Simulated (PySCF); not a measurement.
# Stretching SnF⁺

Set-up: PySCF, scalar-relativistic core potentials, basis sets Sn def2-TZVPPD with ECP28, F def2-TZVPPD. Energies in eV from Sn⁺ + F in their ground configurations at the same level. State: ¹Σ⁺ (singlet), closed shell.

All columns are PBE0. A positive dipole points towards F; it is taken about the centre of mass and depends on that origin.

```tsv
R (Å)	E (eV)	μ (D)	Mulliken charge on Sn (basis-dependent)	HOMO (eV)	LUMO (eV)	Mayer bond order	⟨S²⟩
1.618	-3.532	-1.78	1.25	-16.10	-8.79	1.03	0.00
1.693	-4.406	-2.24	1.30	-16.26	-8.94	0.97	0.00
1.768	-4.871	-2.69	1.34	-16.37	-9.09	0.92	0.00
1.825	-5.030	-3.03	1.38	-16.42	-9.19	0.89	0.00
1.881	-5.070	-3.36	1.41	-16.43	-9.30	0.86	0.00
1.937	-5.021	-3.69	1.44	-16.41	-9.40	0.84	0.00
2.013	-4.856	-4.11	1.47	-16.32	-9.54	0.81	0.00
2.107	-4.545	-4.63	1.50	-16.11	-9.70	0.79	0.00
2.220	-4.083	-5.21	1.53	-15.55	-9.87	0.78	0.00
2.370	-3.407	-5.94	1.54	-14.90	-10.09	0.78	0.00
```

A fit through these points gives, at Re = 1.875 Å, μ = -3.33 D and dμ/dR = -5.84 D/Å; the reduced mass is 16.4 u.

Question: How strong is the fundamental in the double-harmonic approximation, I = 42.26·(dμ/dR)²/μred km/mol?

Answer: I = 42.26·(-5.84)²/16.4 = 87.9 km/mol at PBE0.

These are scalar-relativistic numbers at best; spin–orbit coupling would shift them, the dissociation energy most. For an ion De counts to the pair picked by the measured ionisation energies or electron affinities, which need not be the lowest pair at this level.
